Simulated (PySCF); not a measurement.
Calculation: B3LYP-D3(BJ)/def2-TZVP // PBE-D3(BJ)/def2-SVP in PySCF 2.14.0. Isolated molecules, 0 K electronic values unless said otherwise. One relaxed conformer stands for a flexible species; it need not be the lowest. B3LYP has the VWN-RPA correlation part, as in Gaussian. 

Reference species: [Au(H2O)(Cl)] (neutral, multiplicity 1).

The mean distance from the central atom to its bonded neighbours is 2.213 Å and the coordination number is 2.

Changed species: [Au(H2O)(OH)] (L = H2O, X = OH; the reference has L = H2O, X = Cl).

What does the change do to the mean distance from the central atom to its bonded neighbours and coordination number?

the mean distance from the central atom to its bonded neighbours falls by 0.152 Å, to 2.061 Å; the coordination number hardly moves.
